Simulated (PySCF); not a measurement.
System: SbH₅, charge 0, multiplicity 1. 
Structure (B3LYP-D3(BJ)/def2-TZVP (Ansatz) minimum search):
```xyz
6

Sb     0.0000     0.0000     0.0000
H     -0.0107     0.0040     1.7743
H      0.0107    -0.0040    -1.7743
H      1.7149    -0.0292     0.0104
H     -0.8322     1.4998    -0.0084
H     -0.8827    -1.4706    -0.0020
```
Charge 0, spin multiplicity 1.

Dispersion corrections to the total energy (kcal/mol) from the dftd3 and dftd4 libraries through PySCF: D3(BJ) without and D4 with the three-body term, each with the damping fitted for the functional named.

| functional | D3(BJ) | D4 |
|---|---|---|
| B3LYP | [?] | -2.90 |
| revPBE | -4.74 | -5.76 |
| r2SCAN | -0.47 | -0.40 |
| HSE06 | -1.21 | [?] |
| HF | [?] | -6.90 |
| TPSSh | -2.15 | -2.16 |
| BP86 | -3.09 | -2.32 |

**Question.** Complete the blanks.

**Answer.** 
- B3LYP, D3(BJ): -3.43
- HSE06, D4: -1.36
- HF, D3(BJ): -19.18
